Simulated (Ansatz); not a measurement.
A nudged elastic band was laid between two geometries of ClGaH2 + H (5 atoms, charge 0, multiplicity 2).

The calculation used Ansatz 0.2.0, UHF/def2-SVP.

```json
{
 "movable images": "7",
 "climbing image": "yes",
 "spring": "5.0 eV/Å²",
 "optimiser": "quadratic models (default)",
 "start path": "through a guess of the saddle point",
 "force threshold": "0.05 eV/Å",
 "iteration limit": "60",
 "end points": "relaxed"
}
```

First end point:

```xyz
5
Properties=species:S:1:pos:R:3
Ga 0.000 0.000 -0.379
Cl 0.000 0.000 1.790
H 1.404 0.000 -1.059
H -1.404 0.000 -1.059
H 0.000 0.000 5.787
```

Last end point:

```xyz
5
Properties=species:S:1:pos:R:3
Ga 0.000 0.000 -1.015
Cl 0.000 0.000 4.224
H 1.375 0.000 -1.812
H -1.375 0.000 -1.812
H 0.000 0.000 5.495
```

(1) What changes between the two ends?

(2) What energy profile does the band end with?

(3) What is the geometry of the highest image?

## Answers

(1) Bonds broken: Ga1–Cl2. Bonds formed: Cl2–H5. ClGaH2 + H becomes ClH + GaH2.

(2) The run converged. The highest image is number 3 of 0 to 8, 36.3 kcal/mol above the first end and 27.1 kcal/mol above the last; the last end lies 9.2 kcal/mol above the first. Neighbouring images differ by up to 1.4 eV, so the band resolves the path poorly. A vibrational analysis at the climbing image gives 2 clearly imaginary modes (1593i, 203i cm⁻¹): a point of higher order, so a lower path passes nearby.

```tsv
image	path coordinate (Å)	energy (kcal/mol)	Ga1–Cl2 (Å)	Cl2–H5 (Å)
0	0.00	0.0	2.17	4.00
1	0.68	0.2	2.17	3.24
2	1.36	3.1	2.17	2.47
3	2.04	36.3	2.52	1.52
4	2.63	16.3	3.15	1.27
5	3.21	11.1	3.66	1.27
6	3.79	9.6	4.18	1.27
7	4.37	9.3	4.71	1.27
8	4.95	9.2	5.24	1.27
```

(3) 
```xyz
5
Properties=species:S:1:pos:R:3
Ga 0.000 0.000 -0.002
Cl 0.000 0.000 2.520
H 1.392 0.000 -0.740
H -1.392 0.000 -0.740
H 0.000 0.000 4.042
```

Time of the run: 2.4 min on 1 thread of Arm Neoverse V1, with other jobs on the host, peak memory 0.14 GiB.
